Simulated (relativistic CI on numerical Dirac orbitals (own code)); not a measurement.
Calculated levels, Bi48+

Computed by Dirac-Coulomb-Breit CI, separate exchange-only KLI orbitals for each configuration, a model potential for QED, unscaled Slater integrals (own radial code, finite nucleus).

Configuration list (outside the closed core [Ar] 3d10): 4s2.4p5, 4s.4p6, 4s2.4p4.4d, 4s2.4p4.4f, 4s.4p5.4d, 4s.4p5.4f, 4p6.4d, 4s2.4p3.4d.4f, 4s.4p4.4d2, 4p6.4f, 4s.4p4.4f2, 4p5.4d.4f, 4s2.4p4.5s, 4p6.5s, 4s2.4p4.5p, 4s2.4p3.4f.5s, 4s.4p4.4d.5s, 4s.4p5.5s, 4s2.4p4.5d, 4s2.4p4.5f, 4s.4p5.5p, 4s2.4p4.5g, 4s.4p5.5d, 4p5.4f.5s, 4s.4p5.5f, 4s2.4p4.6s, 4s.4p5.5g, 4s2.4p3.4d2, 4s2.4p2.4d3, 4s2.4p2.4d2.4f, 4s.4p3.4d3, 4s.4p3.4d2.4f, 4s2.4p2.4d2.5s, 4p5.4d2, 4p4.4d3, 4p4.4d2.4f, 4p4.4d2.5s, 4p5.4d.5s, 4p4.4d.4f.5s, 4p4.4d.5s2, 4s2.4p3.5s2, 4s2.4p2.4d.5s2, 4s2.4p2.4f.5s2, 4s.4p3.4d.5s2, 4s.4p3.4f.5s2. Double excitations out of closed p, d and f shells are left out; levels of such configurations are missing from the list, as are those of other unlisted configurations, and high levels can miss mixing partners. These lack a partner that the ground configuration has and come out too high: 4s2.4p4.5p, 4s.4p5.5s, 4s2.4p4.5d, 4s2.4p4.5f, 4s.4p5.5p.

The lowest level is 4s2.4p5 2P°_3/2, with 99 % of that term; Hund's rules for 4s2.4p5 give 2P° with J = 3/2, in agreement.

| No. | Configuration | Term | J | E (Ry) | % | Next component (%) | Landé g | jj configuration (%) |
| --- | --- | --- | --- | --- | --- | --- | --- | --- |
| 1 | 4s2.4p5 | 2P° | 3/2 | 0.0000 | 99 | 1 4s2.4p3.4d2 2P° | 1.327 | 4p3/2^3 (99) |
| 2 | 4s2.4p5 | 2P° | 1/2 | 12.6973 | 99 | 1 4s2.4p3.4d2 2P° | 0.656 | 4p1/2 4p3/2^4 (99) |
| 3 | 4s2.4p4.4d | 4D | 3/2 | 13.3619 | 35 | 33 2D | 1.178 | 4p3/2^2 4d3/2 (99) |
| 4 | 4s2.4p4.4d | 4D | 5/2 | 13.6116 | 39 | 22 2F | 1.190 | 4p3/2^2 4d3/2 (95) |
| 5 | 4s2.4p4.4d | 4P | 1/2 | 13.6298 | 49 | 27 2P | 1.689 | 4p3/2^2 4d3/2 (97) |
| 6 | 4s2.4p4.4d | 2F | 7/2 | 13.7949 | 34 | 30 4F | 1.113 | 4p3/2^2 4d3/2 (99) |
| 7 | 4s2.4p4.4d | 2D | 3/2 | 14.5321 | 63 | 19 4F | 0.843 | 4p3/2^2 4d3/2 (97) |
| 8 | 4s2.4p4.4d | 2F | 7/2 | 16.0978 | 48 | 42 4D | 1.250 | 4p3/2^2 4d5/2 (98) |
| 9 | 4s2.4p4.4d | 4F | 9/2 | 16.1993 | 68 | 31 2G | 1.257 | 4p3/2^2 4d5/2 (99) |
| 10 | 4s2.4p4.4d | 2P | 1/2 | 16.4247 | 55 | 23 2S | 1.226 | 4p3/2^2 4d5/2 (94) |
| 11 | 4s2.4p4.4d | 2D | 5/2 | 17.3398 | 54 | 22 4P | 1.212 | 4p3/2^2 4d5/2 (99) |
| 12 | 4s2.4p4.4d | 2P | 3/2 | 17.7824 | 37 | 34 2D | 1.193 | 4p3/2^2 4d5/2 (95) |
| 13 | 4s2.4p4.4d | 2D | 5/2 | 18.0673 | 52 | 16 2F | 1.169 | 4p3/2^2 4d5/2 (92) |
| 14 | 4s.4p6 | 2S | 1/2 | 22.4495 | 83 | 9 4s2.4p4.4d 4P | 2.001 | 4s (83) |
| 15 | 4s2.4p4.4d | 4D | 1/2 | 25.5878 | 80 | 16 2P | 0.190 | 4p1/2 4p3/2^3 4d3/2 (97) |
| 16 | 4s2.4p4.4d | 4D | 3/2 | 26.0284 | 33 | 32 4F | 0.947 | 4p1/2 4p3/2^3 4d3/2 (96) |
| 17 | 4s2.4p4.4d | 4F | 5/2 | 26.3663 | 48 | 37 2F | 0.985 | 4p1/2 4p3/2^3 4d3/2 (98) |
| 18 | 4s2.4p4.4d | 2G | 7/2 | 26.4585 | 59 | 25 2F | 1.003 | 4p1/2 4p3/2^3 4d3/2 (99) |
| 19 | 4s2.4p3.4d2 | 4F° | 3/2 | 27.3653 | 29 | 24 2D° | 0.880 | 4p3/2 4d3/2^2 (98) |
| 20 | 4s2.4p3.4d2 | 4D° | 1/2 | 27.6236 | 46 | 25 2P° | 0.182 | 4p3/2 4d3/2^2 (97) |
| 21 | 4s2.4p3.4d2 | 4F° | 5/2 | 27.6296 | 25 | 21 2F° | 0.989 | 4p3/2 4d3/2^2 (95) |
| 22 | 4s2.4p3.4d2 | 2G° | 7/2 | 27.7533 | 23 | 20 2F° | 1.057 | 4p3/2 4d3/2^2 (95) |
| 23 | 4s2.4p4.4d | 2D | 5/2 | 27.9443 | 51 | 24 2F | 1.138 | 4p1/2 4p3/2^3 4d3/2 (96) |
| 24 | 4s2.4p4.4d | 2P | 3/2 | 27.9722 | 47 | 22 4P | 1.243 | 4p1/2 4p3/2^3 4d3/2 (94) |
| 25 | 4s2.4p4.4d | 2S | 1/2 | 28.0376 | 35 | 29 2P | 1.775 | 4p1/2 4p3/2^3 4d3/2 (87) |
| 26 | 4s2.4p3.4d2 | 2P° | 3/2 | 28.5076 | 19 | 17 4P° | 1.420 | 4p3/2 4d3/2^2 (92) |
| 27 | 4s2.4p4.4d | 4D | 7/2 | 28.5251 | 44 | 38 4F | 1.299 | 4p1/2 4p3/2^3 4d5/2 (99) |
| 28 | 4s2.4p4.4d | 2P | 3/2 | 28.8804 | 49 | 18 4P | 1.276 | 4p1/2 4p3/2^3 4d5/2 (98) |
| 29 | 4s2.4p4.4d | 2F | 5/2 | 29.0651 | 46 | 20 4P | 1.133 | 4p1/2 4p3/2^3 4d5/2 (98) |
| 30 | 4s2.4p4.4d | 2G | 9/2 | 29.0832 | 68 | 31 4F | 1.175 | 4p1/2 4p3/2^3 4d5/2 (99) |

Energies count from the lowest computed level; ° marks odd parity. Filled j subshells are mostly left out of the jj labels.

The mean weight of the leading LS term, summed over parents, in these 30 levels is 51 %, and that of the leading jj configuration (from the same eigenvectors) 96 %, so jj coupling describes them better and the LS labels are nominal.

At this charge energies of transitions that change n are usually good to better than 1 %, and those within a shell (Δn = 0) to a few per cent.

LS names give the leading component of a level, which can be under half, so a name can repeat, a term be missing and a line seem to break the LS rules.
